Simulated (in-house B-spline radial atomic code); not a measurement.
# Ionising Te+ with different functionals

Computed with an all-electron radial atomic-structure program (B-spline basis): four-component Dirac-Coulomb Hamiltonian, Fermi nucleus of rms radius 4.7423 fm, spin-restricted, spherical fractional occupations for the functionals, and exact exchange of hybrids averaged over the configuration. The ionisation energy is the difference of two self-consistent energies, [Kr] 4d10 5s2 5p3 → [Kr] 4d10 5s2 5p2, without Breit or QED terms; ε is the level of the shell that loses the electron (mean over j). The electron is taken from both j subshells in proportion to 2j + 1, so the result is a j average, not the step between ground levels.

| method | rung | ΔSCF (eV) | -ε(5p) (eV) |
| --- | --- | --- | --- |
| B3LYP | global hybrid | 18.03 | 14.70 |
| LC-wPBE | range-separated hybrid | 18.09 | 17.66 |
| wB97X | range-separated hybrid | 17.93 | 17.22 |
| CAM-B3LYP | range-separated hybrid | 18.06 | 16.29 |

Problem. Among the functionals, which spreads more, the ΔSCF values or the orbital energies?

Solution. The orbital energies: ΔSCF values span about 0.16 eV and the orbital energies 2.97 eV; here energy differences depend much less on the functional than eigenvalues do.

Problem. How do they compare with the NIST value?

Solution. NIST lists 18.6 eV ± 0.4 (measured, ground level to ground level). Errors run from -0.67 to -0.51 eV; all lie within about twice that uncertainty, so the table can't rank the methods.
